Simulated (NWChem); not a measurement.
C₃H₁₀OSi; SMILES C[Si](C)(C)O

```xyz
15

C     -0.4079    -0.9811    -1.5361
Si     0.0306     0.0101     0.0000
C     -0.8432     1.6620     0.0000
C     -0.4079    -0.9811     1.5361
O      1.6676     0.3902     0.0000
H     -1.4874    -1.2014    -1.5711
H      0.1249    -1.9457    -1.5656
H     -0.1470    -0.4253    -2.4506
H     -0.5677     2.2496     0.8896
H     -1.9375     1.5364     0.0000
H     -0.5677     2.2496    -0.8896
H     -1.4874    -1.2014     1.5711
H      0.1249    -1.9457     1.5656
H     -0.1470    -0.4253     2.4506
H      2.2776    -0.3521     0.0000
```
Atoms are numbered in this order, from 1.

Program: NWChem. Structure relaxed at the PBE0/def2-SVP level. Level SCAN/def2-SVP: energy and gradient on several grids; changes count from the extra-fine grid, which is no exact limit either.

```json
[
 {"grid": "xcoarse", "size of the energy change (μHa)": "3000", "largest change of a gradient component (μHa/bohr)": "3000", "time, medium = 1 (rough)": "about 1"},
 {"grid": "coarse", "size of the energy change (μHa)": "4000", "largest change of a gradient component (μHa/bohr)": "2000", "time, medium = 1 (rough)": "about 1"},
 {"grid": "medium", "size of the energy change (μHa)": "5000", "largest change of a gradient component (μHa/bohr)": "900", "time, medium = 1 (rough)": "about 1"},
 {"grid": "fine", "size of the energy change (μHa)": "1000", "largest change of a gradient component (μHa/bohr)": "400", "time, medium = 1 (rough)": "about 1"},
 {"grid": "xfine", "size of the energy change (μHa)": "< 10", "largest change of a gradient component (μHa/bohr)": "< 30", "time, medium = 1 (rough)": "2"}
]
```
